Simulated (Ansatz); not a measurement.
Mulliken charges of CClFI (`F[C](Cl)I`) radical from r2SCAN/def2-TZVPP in Ansatz (PBE0-D4/def2-TZVP geometry).

```csv
atom,x (Å),y (Å),z (Å),charge (e)
F1,1.323,0.023,0.503,-0.120
C2,0.019,0.066,0.298,0.110
Cl3,-0.729,-1.460,0.453,-0.027
I4,-0.558,1.310,-1.275,0.037
```

Question: By hand: the dipole of these point charges (1 e Å = 4.8032 D).

Answer: Σ q r = (-0.158, 0.092, -0.087) e Å, of length 0.202 e Å = 0.97 D.

Question: How does the dipole of the full density compare? (Best estimate.)

Answer: The calculation gave: (-0.072, 0.014, -0.071) e Å, 0.49 D; the point charges give 1.98 times that, at 24° from its direction.

Point charges leave out the atoms' own dipoles, such as those of lone pairs, and Mulliken's split depends on the basis, so the two needn't agree.
